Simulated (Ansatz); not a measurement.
Abridged output of a molecular run in Ansatz:

```
Functional definition: HF
1952 factors; integrals over basis functions are off by at most 1.1e-3 eV
mean field evaluation 1: about -65090.1147 eV, gradient 3.9e1 eV
mean field evaluation 2: about -65090.4150 eV, gradient 3.9e1 eV
mean field evaluation 4: about -65094.6408 eV, gradient 5.1e0 eV
mean field evaluation 8: about -65094.7295 eV, gradient 4.1e-1 eV
mean field evaluation 16: about -65094.7307 eV, gradient 2.0e-6 eV
mean field -65094.73071265 eV, -2392.1872308966 hartree, gradient 2.0e-6 eV, S^2 0.000000; 0 other end points of the search recorded, 0 dependent functions left out
18 core orbitals not correlated: weight in the atoms' cores, before any rotation towards them, 1.000 or more for the frozen orbitals, at most 0.000 for the correlated occupied ones
reference -65094.73071265 eV, -2392.1872308966 hartree; 21, 21 occupied and 287, 287 virtual orbitals, 1952 factors
second order -27.26008085 eV of doubles, -0.00000000 eV of singles
cycle   1  -27.58891495 eV  change   -3.3e-1 eV  update   1.4e-1
cycle   2  -28.48691729 eV  change   -9.0e-1 eV  update   4.3e-2
cycle   3  -28.67052939 eV  change   -1.8e-1 eV  update   2.2e-2
cycle   4  -28.65292821 eV  change    1.8e-2 eV  update   5.3e-3
cycle   5  -28.65000329 eV  change    2.9e-3 eV  update   2.6e-3
cycle   6  -28.65084116 eV  change   -8.4e-4 eV  update   7.4e-4
cycle   7  -28.65051502 eV  change    3.3e-4 eV  update   3.6e-4
cycle   8  -28.65041827 eV  change    9.7e-5 eV  update   1.4e-4
cycle   9  -28.65047432 eV  change   -5.6e-5 eV  update   7.2e-5
cycle  10  -28.65047168 eV  change    2.6e-6 eV  update   3.0e-5
perturbative correction -1.19340015 eV, -0.0438566467 hartree
Total energy: -65124.57458448 eV, -2393.2839729575 hartree
```

Its atoms:

Cartesian coordinates in Å:
```
B 1.907 2.119 -1.175
C 1.932 0.828 -0.374
C 0.838 0.148 0.021
O -0.410 0.513 -0.259
Si -1.821 -0.144 0.363
Ga -1.678 -2.509 0.873
H 2.933 2.653 -1.487
H 0.870 2.619 -1.502
H 2.868 0.367 -0.067
H 0.926 -0.776 0.600
H -2.191 0.627 1.584
H -2.845 0.131 -0.676
H -2.988 -3.250 1.323
H -0.340 -3.326 0.777
```

Question: Which basis set was used?
A. def2-TZVPP
B. cc-pV(D+d)Z
C. def2-SVP
D. def2-SVPD

Answer: A. It gives 326 functions.

Question: Write the keys of the input that set method, charge and spin (a neutral closed shell needs none for the last two).

Answer: 
```yaml
correlation: {method: ccsd_t}
```
